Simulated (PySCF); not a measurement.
Compound: ZnMe(CN), C2H3NZn (singlet state).
Geometry (PBE0-D3(BJ)/def2-SVP, Å), atoms numbered from 1 in this order:
```
atom  x, y, z in Å
Zn1    0.0043    0.0012   -0.5540
C2    -0.0021   -0.0152    1.3711
H3     0.7730    0.6557    1.7730
H4     0.1913   -1.0281    1.7569
H5    -0.9762    0.3177    1.7619
C6     0.0034    0.0228   -2.4737
N7     0.0065    0.0460   -3.6353
```

Method: PySCF 2.14.0, density-fitted response routines, TDDFT PBE0/def2-SVPD, vertical, gas phase, core orbitals frozen in the response.

Transition dipole moments from the ground state, in atomic units and in the frame of the coordinates above (overall signs are arbitrary), for the states with f of 0.002 or more among the lowest 12:

```
state  E (hartree)      μx      μy      μz
   S1       0.2326   0.135   0.368  -0.001
   S2       0.2327  -0.368   0.135   0.007
   S6       0.2743  -0.006   0.001   1.074
   S7       0.2760  -0.155  -0.320   0.029
   S8       0.2760  -0.320   0.155  -0.016
   S9       0.2933  -0.005   0.016  -1.202
  S10       0.2986  -0.083  -0.147   0.004
  S11       0.2986  -0.147   0.082   0.040
  S12       0.3219   0.001   0.012  -0.654
```

What oscillator strength does each state have?

f = (2/3) ΔE |μ|² with ΔE in hartree (27.2114 eV).

```csv
state,|μ|² (au),|μ| (D),f
S1,0.153,1.00,0.024
S2,0.153,1.00,0.024
S6,1.154,2.73,0.211
S7,0.128,0.91,0.023
S8,0.127,0.91,0.023
S9,1.446,3.06,0.283
S10,0.028,0.43,0.006
S11,0.030,0.44,0.006
S12,0.428,1.66,0.092
```

What angle do the transition dipoles of S6 and S12 make?

|cos θ| = |μa·μb| / (|μa| |μb|) = 1.00, so θ ≈ 1° (taken between 0 and 90°, since the signs are arbitrary).

How is the summed strength of these states shared among x, y and z?

(2/3) Σ ΔE μα² gives 0.053 for x, 0.053 for y and 0.586 for z, 0.692 in all.

What peak molar absorption coefficient would the strongest computed level give as a lone Gaussian band 0.3 eV wide at half height?

ε(max) = 2.175×10⁸ f / FWHM, with the width in cm⁻¹. S9: 2.175×10⁸ × 0.2827 / 2420 ≈ 25000 L mol⁻¹ cm⁻¹.

S1/S2, S7/S8 and S10/S11 coincide within about 0.01 eV; within a degenerate level the directions of the single components are arbitrary.
